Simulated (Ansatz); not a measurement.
Species: CH₆FSi₂ (charge 0, doublet). It need not be the lowest isomer of its formula. 
Geometry from a B3LYP-D3(BJ)/def2-TZVP (Ansatz, a first-principles code) optimisation:
```xyz
10

F     -1.2960     0.9095    -1.1472
Si    -1.2900     0.0212     0.1951
C      0.2800    -0.9712     0.2645
Si     1.8859     0.0164     0.1632
H     -1.3773     0.9480     1.3440
H     -2.4861    -0.8475     0.1466
H      0.2698    -1.7220    -0.5307
H      0.2801    -1.5194     1.2161
H      3.0692    -0.8584     0.3794
H      1.8861     1.1147     1.1650
```
Charge 0, spin multiplicity 2.

Dipole moments at this geometry, in debye (magnitudes).

```json
[
 {"level": "SVWN5/def2-TZVPD", "program": "Ansatz", "dipole (D)": "1.92"},
 {"level": "BLYP/def2-TZVPD", "program": "Ansatz", "dipole (D)": "1.81"},
 {"level": "revPBE/def2-TZVPD", "program": "Ansatz", "dipole (D)": "1.82"},
 {"level": "r2SCAN/def2-TZVPD", "program": "Ansatz", "dipole (D)": "1.86"},
 {"level": "B97M-V/def2-TZVPD", "program": "Ansatz", "dipole (D)": "1.77"},
 {"level": "CAM-B3LYP/def2-TZVPD", "program": "Ansatz", "dipole (D)": "1.92"},
 {"level": "LC-wPBE/def2-TZVPD", "program": "Ansatz", "dipole (D)": "1.96"},
 {"level": "wB97X-V/def2-TZVPD", "program": "Ansatz", "dipole (D)": "1.94"},
 {"level": "CCSD(T)/aug-cc-pV(D+d)Z", "program": "Ansatz", "dipole (D)": "1.86"}
]
```
